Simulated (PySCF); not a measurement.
An element was calculated at PBE (PySCF 2.14, ECP, a triple-zeta basis, no spin-orbit coupling), in the ground configurations that NIST lists.

| Quantity | Value |
| --- | --- |
| electron affinity | 2.109 eV |
| first ionisation energy | 9.341 eV |
| second ionisation energy | 19.122 eV |
| third ionisation energy | 31.102 eV |
| polarisability of the atom | 38.8 bohr³ |

**Question.** Which element is it?

**Answer.** Platinum (Pt, Z = 78), in aug-cc-pwCVTZ-PP with ECP60MDF. NIST lists 8.959, 18.56 ± 0.12, 29 ± 1.6 eV for these ionisation energies.
